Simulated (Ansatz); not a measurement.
`[OH][AlH][SiH2]O` + `FBS` → `O[SiH2]SBF` + `[OH][AlH2]`  (cleavage of the Si–Al bond)

Computed with Ansatz on PBE0-D4/def2-TZVP structures; ΔE is electronic, products minus reactants. CCSD(T)/CBS is the MP2 limit (def2-TZVPP, def2-QZVPP) plus CCSD(T) − MP2 in def2-TZVPP, frozen cores. This one scheme is used for every species. DFT in def2-TZVPP. B3LYP here is the variant with VWN-RPA as its local correlation; programs differ in this. One conformer a species, not always the lowest.

`[OH][AlH][SiH2]O`:

```xyz
9

O     0.307    1.738    1.644
Al    0.974    0.274    1.093
Si   -0.216   -0.951   -0.694
O    -1.479   -0.069   -1.327
H    -0.531    2.072    1.327
H     2.326   -0.163    1.795
H     0.716   -1.381   -1.785
H    -0.846   -2.194   -0.168
H    -1.251    0.675   -1.885
```

`FBS`:

Cartesian coordinates in Å:
```
F -0.066 -0.300 1.761
B -0.081 0.145 0.516
S 0.334 -1.010 -0.794
H -0.366 1.284 0.301
H 0.179 -0.119 -1.784
```

`O[SiH2]SBF`:

```xyz
9

O    -0.794    1.627   -0.655
Si    0.642    0.919   -0.307
S     0.625   -1.203   -0.648
B    -0.409   -1.666    0.754
F    -0.726   -2.939    0.903
H    -1.155    1.514   -1.536
H     0.891    1.213    1.117
H     1.735    1.409   -1.181
H    -0.810   -0.875    1.555
```

`[OH][AlH2]`:

```xyz
5

O    -0.136   -0.053   -1.208
Al    0.261    0.034    0.438
H    -1.032   -0.130   -1.530
H    -0.890   -0.009    1.527
H     1.797    0.157    0.772
```

(1) Is it downhill or uphill in electronic energy at CCSD(T)/CBS, and by how much? (An estimate is asked.)

(2) What do these levels give: PBE0-D4, ωB97X-V, ωB97M-V, r2SCAN, B3LYP, MP2/def2-TZVPP, SCS-MP2/def2-TZVPP, HF/def2-QZVPP, MP2/def2-QZVPP, HF/CBS(def2), MP2/CBS(def2), CCSD/CBS(def2)? (Estimate.)

Largest T1 diagnostic among the species: 0.014.

## Answers

(1) The calculation gave: Downhill: ΔE = -78.3 kJ/mol.

(2) Ansatz gave: PBE0-D4 -70.2, ωB97X-V -76.5, ωB97M-V -83.7, r2SCAN -75.6, B3LYP -69.9, MP2/def2-TZVPP -88.8, SCS-MP2/def2-TZVPP -84.6, HF/def2-QZVPP -82.0, MP2/def2-QZVPP -90.2, HF/CBS(def2) -82.0, MP2/CBS(def2) -91.1, CCSD/CBS(def2) -77.6 kJ/mol.

From PBE to PBE0 (25 % exact exchange), in def2-TZVPP and without D4, ΔE moves by −6.0 kJ/mol. The D4 term adds −4.9 kJ/mol with B3LYP and −2.4 kJ/mol with PBE0; it sums over pairs of atoms, weighted by their polarisabilities, and B3LYP, whose exchange is more repulsive, gets the larger term.
